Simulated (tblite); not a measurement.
Species: C₂H₁₀FN₂Si₂ (doublet state).
Numbering: `[CH3:1][NH:2][SiH:3][Si@:4]([CH3:5])([NH2:6])[F:7]` (hydrogens: H8, H9, H10 on C1; H11 on N2; H12 on Si3; H13, H14, H15 on C5; H16, H17 on N6)

Computed geometry: GFN2-xTB, gas phase. This method treats the open shell by occupation alone, without spin polarisation.

Problem. What internal coordinates does the optimisation give?

Solution. 
| bond | length (pm) | order |
| --- | --- | --- |
| C1–N2 | 143.8 | single |
| N2–Si3 | 173.1 | single |
| Si3–Si4 | 227.0 | single |
| Si4–C5 | 190.7 | single |
| Si4–N6 | 172.7 | single |
| Si4–F7 | 164.1 | single |
| C1–H8, C1–H9, C1–H10 | 109.2 | single |
| N2–H11 | 100.9 | single |
| Si3–H12 | 147.7 | single |
| C5–H13, C5–H14, C5–H15 | 108.7 | single |
| N6–H16, N6–H17 | 100.7 | single |

Bonds in one row agree within 1 pm and their mean is given. Orders are formal, as drawn. A selection of angles:
| angle | degrees |
| --- | --- |
| N2–C1–H8 | 108.7 |
| N2–C1–H9 | 112.6 |
| H8–C1–H9 | 108.1 |
| H8–C1–H10 | 108.7 |
| C1–N2–Si3 | 124.2 |
| C1–N2–H11 | 111.7 |
| Si3–N2–H11 | 117.7 |
| N2–Si3–Si4 | 108.6 |
| N2–Si3–H12 | 101.7 |
| Si4–Si3–H12 | 119.1 |
| Si3–Si4–C5 | 128.5 |
| Si3–Si4–N6 | 107.1 |
| Si3–Si4–F7 | 101.6 |
| C5–Si4–N6 | 105.5 |
| C5–Si4–F7 | 103.3 |
| N6–Si4–F7 | 110.0 |
| Si4–C5–H13 | 111.8 |
| Si4–C5–H14 | 110.5 |
| H13–C5–H14 | 107.5 |
| Si4–N6–H16 | 119.5 |
| H16–N6–H17 | 109.8 |

Torsions: C1–N2–Si3–Si4 -170° (antiperiplanar); N2–Si3–Si4–C5 55° (synclinal).

N6 (nitrogen bonded to Si and 2 H) has angles 119.5°, 119.4° and 109.8°, sum 348.7°, 0.23 Å off the plane of its three neighbours. N2 (nitrogen bonded to C, Si and H) has angles 124.2°, 117.7° and 111.7°, sum 353.5°, 0.20 Å off the plane of its three neighbours. Si3 (silicon bonded to N, Si and H) is pyramidal (angles 119.1°, 108.6° and 101.7°, sum 329.4°, 0.58 Å off the plane of its three neighbours). Si4 (silicon bonded to C, F, N and Si) has angles from 101.6° to 128.5°.

Point group: C1 (no symmetry element, even within 0.4 Å). Its GFN2-xTB frequencies are all real (lowest 34 cm⁻¹). Torsions: C1–N2–Si3–Si4 -170°, N2–Si3–Si4–C5 55°, Si3–Si4–N6–H 176° and -44°. 3 starts were optimised and ended at 0.00, 0.14 and 0.16 kcal/mol (GFN2-xTB); the lowest of these is shown.

The run took 1.1 s wall on one thread of an Arm Neoverse V2, on a shared host. That covers the optimisation of the geometry.

One conformer stands for the species.
